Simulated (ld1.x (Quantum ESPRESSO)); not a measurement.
ruthenium: one change to a PAW potential, before and after

Ru (Z = 44), PAW, made with ld1.x (Quantum ESPRESSO) 7.5 (LDA (PZ), non-relativistic). Core [Ar] 3d10 4s2, reference 4p6 4d7 5s1 5p0. Waves: 5s (bound): rcut 2.25, rcutus 3.00 bohr; 5s channel at 1.25 Ry: rcut 2.25, rcutus 3.00 bohr; 4p (bound): rcut 1.95, rcutus 2.10 bohr; 5p (bound, empty): rcut 1.95, rcutus 2.10 bohr; 4d (bound): rcut 1.00, rcutus 1.35 bohr; 4d channel at 1.6 Ry: rcut 1.00, rcutus 1.35 bohr. Local part: all-electron potential smoothed inside 2.10 bohr (lloc = -2). Core correction: Bessel-smoothed model core, default radius (core density twice the valence density). Augmentation charge: BESSEL, radius 1.05 bohr.

All-electron outer shells of the reference configuration (LDA (PZ), non-relativistic, ld1.x):

| shell | level (eV) | outermost node (bohr) | outermost maximum (bohr) |
| --- | --- | --- | --- |
| 4s | -71.52 | 0.50 | 0.94 |
| 4p | -45.37 | 0.49 | 0.99 |
| 4d | -5.72 | 0.48 | 1.21 |
| 5s | -4.17 | 1.27 | 2.83 |
| 5p | -1.04 | 1.43 | 3.92 |

Change: waves 4d (bound): rcut 1.00, rcutus 1.40 bohr; 4d channel at 1.6 Ry: rcut 1.00, rcutus 1.40 bohr.

Cutoffs: the cutoffs (Ry, on a coarse ladder) from which the occupation-weighted sum of valence levels, in a spherical-Bessel basis at the reference potential, stays within 10 and 1 mRy of its value at 400 Ry; they do not see the model core or the augmentation charge, which bear on the density cutoff. Errors are all-electron minus pseudo energies relative to the spin-unpolarised reference configuration.

What does the change do?

The potential gets softer (55 Ry and 100 Ry → 50 Ry and 90 Ry); of the 9 tests that both files solve, the error grows in 1 and shrinks in 0 by more than 15 % and 0.3 meV (median size 4.9 → 5.3 meV); neither file shows a bound ghost. A larger radius leaves more room for a smooth pseudo-wave, so fewer plane waves are needed.

```tsv
quantity	base	changed
cutoff, loose	55 Ry	50 Ry
cutoff, tight	100 Ry	90 Ry
loose cutoff by channel (10 mRy a level)	s 6 Ry, p 15 Ry, d 45 Ry	s 6 Ry, p 15 Ry, d 40 Ry
bound ghosts	none	none
error for 4p6 4d7 5s0 5p0, meV [ΔE 7.15 eV]	+5.0	+5.4
error for 4p6 4d6 5s0 5p0, meV [ΔE 25.83 eV]	-4.5	-4.3
error for 4p6 4d5 5s0 5p0, meV [ΔE 57.07 eV]	-50	-50
error for 4p5 4d7 5s1 5p0, meV [ΔE 51.40 eV]	+104	+105
error for 4p6 4d8 5s0 5p0, meV [ΔE -0.84 eV]	+1.7	+2.2
error for 4p6 4d6 5s1 5p1, meV [ΔE 6.07 eV]	+17	+18
error for 4p6 4d7.5 5s0.5 5p0, meV [ΔE -0.59 eV]	+1.1	+1.3
error for 4p6 4d7 5s1 5p0 (spin-polarised), meV [ΔE -1.62 eV]	-1.7	-1.7
error for 4p6 4d7 5s0 5p0 (spin-polarised), meV [ΔE 5.89 eV]	+4.9	+5.3
s: phases at 3.27 bohr within 0.05 rad from the reference energy up to (Ry; the scan ends near 5)	2.7	2.7
p: phases at 3.27 bohr within 0.05 rad from the reference energy up to (Ry; the scan ends near 5)	3.6	3.6
d: phases at 3.27 bohr within 0.05 rad from the reference energy up to (Ry; the scan ends near 5)	to the end of the scan	to the end of the scan
lowest overlap eigenvalue by channel	s 0.46, p 0.08, d 0.98	s 0.46, p 0.08, d 0.98
```
